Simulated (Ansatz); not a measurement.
C5H4N (SMILES [c-]1cccnc1), charge -1, singlet, at a GFN2-xTB geometry (a gas-phase anion, which may not be bound at this level); Ansatz (an electronic-structure program) with CCSD(T)/pcseg-1.

Here is a job for Ansatz.
Ansatz 0.2 input:
```yaml
crystal:
  periodic: [false, false, false]
  atoms:
    - {symbol: N, position_ang: [-0.01597523, -0.02962172, 1.38373483]}
    - {symbol: C, position_ang: [0.01557545, -0.06582818, -1.36989980]}
    - {symbol: C, position_ang: [-0.00521036, 1.10543325, 0.69612625]}
    - {symbol: C, position_ang: [-0.01054599, -1.15662589, 0.66382466]}
    - {symbol: C, position_ang: [0.00511221, -1.33380566, -0.73772362]}
    - {symbol: C, position_ang: [0.01077742, 1.14303371, -0.68694833]}
    - {symbol: H, position_ang: [0.02830252, -0.02508551, -2.46852276]}
    - {symbol: H, position_ang: [-0.00972220, 2.02524692, 1.29071120]}
    - {symbol: H, position_ang: [-0.02017221, -2.05150868, 1.30507188]}
    - {symbol: H, position_ang: [0.01916619, 2.10545597, -1.20567905]}
basis:
  gaussian:
    orbitals: pcseg-1.json
total_charge: -1
magnetization: {spin_polarized: false}
correlation: {method: ccsd_t, electrons: outside_noble_gas}
```
The basis file holds pcseg-1 in the JSON format of the Basis Set Exchange.

Question: What does Ansatz print? Leave out banner, timings and long lists.

Answer: 
```
Functional definition: HF
1139 factors; integrals over basis functions are off by at most 1.6e-3 eV
mean field evaluation 1: about -6690.0810 eV, gradient 3.0e1 eV
mean field evaluation 2: about -6690.0928 eV, gradient 3.0e1 eV
mean field evaluation 4: about -6693.1161 eV, gradient 5.3e0 eV
mean field evaluation 8: about -6693.2158 eV, gradient 1.9e-1 eV
mean field evaluation 16: about -6693.1983 eV, gradient 1.2e0 eV
mean field -6693.21626194 eV, -245.9711608014 hartree, gradient 2.2e-6 eV, S^2 0.000000; 0 other end points of the search recorded, 0 dependent functions left out; unrestricted orbitals would lower it
6 core orbitals not correlated
reference -6693.21626194 eV, -245.9711608014 hartree; 15, 15 occupied and 83, 83 virtual orbitals, 1139 factors
second order -22.18669508 eV of doubles, -0.00000000 eV of singles
cycle   1  -22.05242771 eV  change    1.3e-1 eV  update   1.2e-1
cycle   2  -22.73270521 eV  change   -6.8e-1 eV  update   3.8e-2
cycle   3  -22.87224453 eV  change   -1.4e-1 eV  update   1.6e-2
cycle   4  -22.87149737 eV  change    7.5e-4 eV  update   4.2e-3
cycle   5  -22.87250738 eV  change   -1.0e-3 eV  update   1.9e-3
cycle   6  -22.87273701 eV  change   -2.3e-4 eV  update   5.9e-4
cycle   7  -22.87260180 eV  change    1.4e-4 eV  update   2.9e-4
cycle   8  -22.87261994 eV  change   -1.8e-5 eV  update   1.1e-4
cycle   9  -22.87262793 eV  change   -8.0e-6 eV  update   4.8e-5
cycle  10  -22.87260633 eV  change    2.2e-5 eV  update   1.8e-5
perturbative correction -1.03807547 eV, -0.0381485699 hartree
Total energy: -6717.12694374 eV, -246.8498621502 hartree
```
